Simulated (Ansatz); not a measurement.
Born–Oppenheimer molecular dynamics of CH$_{11}$NSi$_{3}$ (16 atoms, charge 0, multiplicity 1). It starts from a relaxed structure.

These are results of Ansatz 0.2.0, UKS PBE0-D4/STO-3G, not measurements.

* ensemble: NVE (velocity Verlet)
* time step: 0.5 fs
* steps asked: 100
* starting velocities drawn for: 1000 K
* masses: H 2.014 u
* seed: 751795

First frame:

```xyz
16
Properties=species:S:1:pos:R:3
N 0.361 1.643 -0.917
Si 0.533 -0.070 -0.446
Si 2.621 -0.381 0.333
C -0.780 -0.430 0.840
Si -2.540 -0.253 0.235
H 1.053 1.866 -1.672
H -0.563 1.781 -1.393
H 0.297 -0.969 -1.566
H 2.845 0.344 1.560
H 3.604 0.058 -0.629
H 2.863 -1.779 0.596
H -0.640 -1.449 1.213
H -0.630 0.235 1.696
H -2.797 -1.198 -0.826
H -2.771 1.075 -0.282
H -3.479 -0.497 1.304
```

Task: How far do the bonds stretch over the last three quarters of this one trajectory? (Pairs bonded in most of those frames.)

Result: 
```json
{"bond": "N1–Si2", "mean (Å)": "1.787", "spread (Å)": "0.015", "shortest": "1.76", "longest": "1.81"}
{"bond": "N1–H6", "mean (Å)": "1.050", "spread (Å)": "0.030", "shortest": "0.99", "longest": "1.10"}
{"bond": "N1–H7", "mean (Å)": "1.054", "spread (Å)": "0.038", "shortest": "1.00", "longest": "1.11"}
{"bond": "Si2–Si3", "mean (Å)": "2.272", "spread (Å)": "0.028", "shortest": "2.23", "longest": "2.30"}
{"bond": "Si2–C4", "mean (Å)": "1.881", "spread (Å)": "0.035", "shortest": "1.83", "longest": "1.95"}
{"bond": "Si2–H8", "mean (Å)": "1.457", "spread (Å)": "0.003", "shortest": "1.45", "longest": "1.46"}
{"bond": "Si3–H9", "mean (Å)": "1.452", "spread (Å)": "0.037", "shortest": "1.39", "longest": "1.51"}
{"bond": "Si3–H10", "mean (Å)": "1.453", "spread (Å)": "0.099", "shortest": "1.32", "longest": "1.59"}
{"bond": "Si3–H11", "mean (Å)": "1.448", "spread (Å)": "0.012", "shortest": "1.43", "longest": "1.47"}
{"bond": "C4–Si5", "mean (Å)": "1.907", "spread (Å)": "0.046", "shortest": "1.82", "longest": "1.98"}
{"bond": "C4–H12", "mean (Å)": "1.106", "spread (Å)": "0.035", "shortest": "1.05", "longest": "1.15"}
{"bond": "C4–H13", "mean (Å)": "1.109", "spread (Å)": "0.033", "shortest": "1.05", "longest": "1.16"}
{"bond": "Si5–H14", "mean (Å)": "1.444", "spread (Å)": "0.049", "shortest": "1.38", "longest": "1.52"}
{"bond": "Si5–H15", "mean (Å)": "1.447", "spread (Å)": "0.024", "shortest": "1.41", "longest": "1.48"}
{"bond": "Si5–H16", "mean (Å)": "1.445", "spread (Å)": "0.028", "shortest": "1.41", "longest": "1.49"}
```

Mean temperature of the second half: 503 K. The conserved energy stayed within 0.39 meV per atom of its start (net change 0.27 meV per atom), so the integration is sound. A run of 0.05 ps of so small a system gives no equilibrium averages. Limits of this set-up: minimal basis.

The run took 8.1 min on 1 thread of Intel(R) Xeon(R) 6975P-C (Granite Rapids), with other jobs on the host, peak memory 0.21 GiB.
